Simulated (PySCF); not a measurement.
**A search over the determinants of LiGa⁺**

Unrestricted PBE0; Li jorge-DZP-DKH, Ga jorge-DZP-DKH; spin-free X2C with a Gaussian nucleus (PySCF 2.14). Outer shells of the fragments: Li+ closed shells only; Ga 3d10 4s2 4p1.

Followed along the bond (rough minima from three points):

```tsv
2Ms+1	unpaired	⟨S²⟩ at the start	R at minimum (Å)	Te (eV)
2	σ ↑	0.75	3.05	0.00
2	π ↑	0.75	2.74	1.10
4	σ ↑↑, π ↑	3.75	3.09	5.29
```

Solutions found at the starting distance of 2.590 Å, counted from the lowest of them; the search is not exhaustive and high or unbound solutions are not listed, so other states can lie among these:

```
2Ms+1   unpaired  term  E (eV)  ⟨S²⟩  ⟨Lz²⟩  μ (D)
    2        σ ↑   ²Σ⁺    0.00  0.75   0.00  -7.35
    2        π ↑    ²Π    0.97  0.75   1.00  -7.40
    4  σ ↑↑, π ↑    ⁴Π    5.33  3.75   1.00  -7.74
    4  σ ↑, π ↑↑   ⁴Σ⁻    6.33  3.75   0.00  -7.80
    4      σ ↑↑↑   ⁴Σ⁺    8.93  3.75   0.00   2.15
```

A term symbol is given only where ⟨S²⟩ and ⟨Lz²⟩ are close to those of a pure state; real π, δ and φ orbitals otherwise mix terms. A positive dipole points towards Ga; it is taken about the centre of mass and depends on that origin.

**Question.** Compare the gap between the two lowest followed solutions at the starting distance with the gap between their minima.

**Answer.** At PBE0 the second solution (doublet, unpaired electrons π ↑) lies +0.97 eV from the first (doublet, unpaired electrons σ ↑) at 2.590 Å and +1.10 eV at the minima; the two curves relax by different amounts, since their minima lie near 2.74 and 3.05 Å.

Spin–orbit coupling is left out. Counting both spins, an empty level lies below a filled one in some of these solutions, because spin and occupation are held.
